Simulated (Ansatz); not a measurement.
Isolated molecules relaxed with PBE0-D4/def2-TZVP in Ansatz; ΔE leaves out vibrations. CBS: MP2 limit from def2 TZ/QZ plus the TZ coupled-cluster correction, frozen cores. This one scheme is used for every species. Functionals use def2-TZVPP. B3LYP here is the variant with VWN-RPA as its local correlation; programs differ in this. HSE06 is defined as in plane-wave codes. For Ga outer-core shells are correlated without core-valence functions, which leaves a few kJ/mol of doubt a bond. Scalar relativity is left out up to krypton. Each species was taken in one conformer, which may not be the lowest.

`[NH2][GaH][O][SiH3]` + PH₃ → `[SiH3]P` + `[NH2][GaH][OH]`  (ligand exchange at the Si–O bond)

```json
{"level": "revPBE-D4", "ΔE (kcal/mol)": "15.4", "difference from CCSD(T)/CBS": "-5.0"}
{"level": "PBE0-D4", "ΔE (kcal/mol)": "17.4", "difference from CCSD(T)/CBS": "-3.0"}
{"level": "B3LYP-D4", "ΔE (kcal/mol)": "21.2", "difference from CCSD(T)/CBS": "0.8"}
{"level": "B2PLYP", "ΔE (kcal/mol)": "21.6", "difference from CCSD(T)/CBS": "1.2"}
{"level": "BLYP", "ΔE (kcal/mol)": "19.7", "difference from CCSD(T)/CBS": "-0.7"}
{"level": "HSE06", "ΔE (kcal/mol)": "17.1", "difference from CCSD(T)/CBS": "-3.3"}
{"level": "HF/def2-TZVPP", "ΔE (kcal/mol)": "26.8", "difference from CCSD(T)/CBS": "6.4"}
{"level": "SCS-MP2/def2-TZVPP", "ΔE (kcal/mol)": "23.1", "difference from CCSD(T)/CBS": "2.7"}
{"level": "MP2/def2-QZVPP", "ΔE (kcal/mol)": "21.2", "difference from CCSD(T)/CBS": "0.8"}
{"level": "CCSD/CBS(def2)", "ΔE (kcal/mol)": "21.3", "difference from CCSD(T)/CBS": "0.9"}
{"level": "CCSD(T)/CBS", "ΔE (kcal/mol)": "20.4", "difference from CCSD(T)/CBS": "0"}
```

(1) What do rigid-rotor, harmonic-oscillator terms from PBE0-D4/def2-TZVP frequencies (298.15 K, 1 bar) make of the CCSD(T)/CBS value? (Estimate.)

Largest T1 diagnostic among the species: 0.014.

## Answers

(1) The calculation gave: ΔZPE = +1.3 kcal/mol, ΔH = +21.2 kcal/mol, ΔS = 0 J/(mol·K), ΔG = +21.2 kcal/mol. Modes under 50 cm⁻¹ make the entropy rough.

At CCSD(T), def2-SVP lies +1.5 kcal/mol from the extrapolated value and def2-TZVPP +0.9 kcal/mol. From BLYP to BHLYP (50 % exact exchange), in def2-TZVPP and without D4, ΔE moves by +3.8 kcal/mol. Leaving LDA and LC-ωPBE aside and taking each functional with its dispersion term where it has one, the values, not all of them listed here, spread over 8.4 kcal/mol, from revPBE-D4 to BHLYP-D4. LDA lies +0.8 kcal/mol from PBE without D4.
